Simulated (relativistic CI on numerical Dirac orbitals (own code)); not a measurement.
# Radial parameters of Eu⁴⁷⁺

Method of calculation: Dirac-Coulomb-Breit CI, orbitals from a KLI potential per configuration, model QED (radiative potential, 1s self-energy scaled to tabulated hydrogen-like ionisation energies), unscaled Slater integrals (own radial code, finite nucleus).

Slater integrals F^k, G^k are unscaled and averaged over j, outside the closed core [Ne]; ζ comes from projecting the Hamiltonian with its Breit term on Σ l·s of the shell.

- 3s²3p⁴: F^2(3p,3p) = 441830, ζ(3p) = 882690 cm⁻¹; <r>(3p) = 0.2224, <r^2>(3p) = 0.05721 (bohr units).
- 3s3p⁵: G^1(3s,3p) = 558510, ζ(3p) = 882470 cm⁻¹; <r>(3s) = 0.2285, <r^2>(3s) = 0.05955, <r>(3p) = 0.2226, <r^2>(3p) = 0.05727 (bohr units).
- 3s²3p³3d: F^2(3p,3p) = 441480, ζ(3p) = 881830, F^2(3p,3d) = 444950, G^1(3p,3d) = 462730, G^3(3p,3d) = 312640, ζ(3d) = 120160 cm⁻¹; <r>(3p) = 0.2226, <r^2>(3p) = 0.0573, <r>(3d) = 0.1967, <r^2>(3d) = 0.04464 (bohr units).

Averages of the first 10 configurations, taken without configuration mixing, which lowers the lowest level and can move excited configurations by several eV; other configurations of the list can lie among them:

```csv
Configuration,Parity,States,Average energy above the lowest level (eV)
3s²3p⁴,even,15,119.5
3s3p⁵,odd,12,387.6
3s²3p³3d,odd,200,394.3
3p⁶,even,1,674.9
3s3p⁴3d,even,300,654.2
3p⁵3d,odd,60,933.2
3s3p³3d²,odd,1800,928.2
3s²3p²3d4p,odd,900,2289.2
3p⁵4s,odd,12,2453.5
3s3p³3d4s,odd,800,2437.3
```
